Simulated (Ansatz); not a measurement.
Two shapes of doublet H10(+).

Shape 1:

```xyz
10

H     1.5994   -0.0008   -0.0001
H     1.2950    0.9401    0.0007
H     0.4941    1.5226   -0.0002
H    -0.4951    1.5220   -0.0007
H    -1.2936    0.9407    0.0006
H    -1.5999   -0.0005   -0.0009
H    -1.2953   -0.9402   -0.0003
H    -0.4949   -1.5212   -0.0008
H     0.4937   -1.5221    0.0006
H     1.2948   -0.9413   -0.0003
```

Shape 2:

```xyz
10

H     1.5983   -0.0024   -0.0004
H     1.2962    0.9393    0.0022
H     0.4933    1.5244   -0.0006
H    -0.4965    1.5226   -0.0020
H    -1.2920    0.9411    0.0016
H    -1.5997   -0.0015   -0.0026
H    -1.2971   -0.9396   -0.0010
H    -0.4957   -1.5202   -0.0023
H     0.4923   -1.5229    0.0018
H     1.2957   -0.9430   -0.0010
```

Basis set: def2-SVP (spherical functions). All electrons are correlated. Charge 1, multiplicity 2.

Computed with Ansatz (development build ahead of 0.2.0); each method stands on the lowest determinant of its kind that the runs found.

(1) Which shape is lower in energy, and by how much in each method?

Answers

(1)

| method | E(2) − E(1) (eV) |
| --- | --- |
| UHF | -0.012 |
| UHF-MP2 | -0.010 |

Shape 2 is lower. Caution: the charge can sit on one fragment and break the point group; the determinant breaks the point group. Caution for UHF-MP2: bonds are stretched, where a single reference can fail.
